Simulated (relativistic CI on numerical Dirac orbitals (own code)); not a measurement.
## Hyperfine structure of Au44+, mass number 197

Computed by Dirac-Coulomb-Breit CI, separate exchange-only KLI orbitals for each configuration, model QED, unscaled Slater integrals (own radial code, finite nucleus).

Configuration list (outside the closed core [Ar] 3d10): 4s²4p⁵, 4s4p⁶, 4s²4p⁴4d, 4s4p⁵4d, 4s²4p⁴4f, 4s4p⁵4f, 4p⁶4d, 4s4p⁴4d², 4s²4p³4d4f, 4p⁶4f, 4p⁵4d4f, 4p⁵4d², 4p⁴4d³, 4p⁴4d²4f. Double excitations out of closed p, d and f shells are left out; levels of such configurations are missing from the list, as are those of other unlisted configurations, and high levels can miss mixing partners.

Nuclear spin I = 3/2, μ = 0.1452 μN, Q = 0.547 b (tables of Stone and Pyykkö). The electronic factors are computed for point nuclear moments, without core polarisation or the Bohr-Weisskopf and QED corrections.

```json
{"Level": "4s²4p⁵ ²P°3/2", "E (cm⁻¹)": "0", "A (GHz)": "7.315", "B (GHz)": "-84.1"}
{"Level": "4s²4p⁵ ²P°1/2", "E (cm⁻¹)": "1067614", "A (GHz)": "71", "B (GHz)": ""}
{"Level": "4s²4p⁴4d ²D3/2", "E (cm⁻¹)": "1458261", "A (GHz)": "3.807", "B (GHz)": "45.1"}
{"Level": "4s²4p⁴4d ⁴F9/2", "E (cm⁻¹)": "1578535", "A (GHz)": "4.028", "B (GHz)": "24.6"}
{"Level": "4s²4p⁴4d ²P1/2", "E (cm⁻¹)": "1590093", "A (GHz)": "8.409", "B (GHz)": ""}
{"Level": "4s²4p⁴4d ²D5/2", "E (cm⁻¹)": "1695223", "A (GHz)": "2.037", "B (GHz)": "96.4"}
{"Level": "4s4p⁶ ²S1/2", "E (cm⁻¹)": "2022546", "A (GHz)": "180.8", "B (GHz)": ""}
```

Levels with J = 0, under 50 % of one LS term, or S terms without an open s electron are left out. Small factors come from cancelling terms and can be off by tens of per cent or more.

At this charge energies of transitions that change n are usually good to better than 1 %, and those within a shell (Δn = 0) to a few per cent.

(1) Give the hyperfine levels of 4s²4p⁵ ²P°1/2 relative to its centre of gravity.

## Answers

(1) With K = F(F + 1) − I(I + 1) − J(J + 1), E = AK/2: F = 1: -88.75, F = 2: 53.25 GHz.

LS names give the leading component of a level, which can be under half, so a name can repeat, a term be missing and a line seem to break the LS rules.
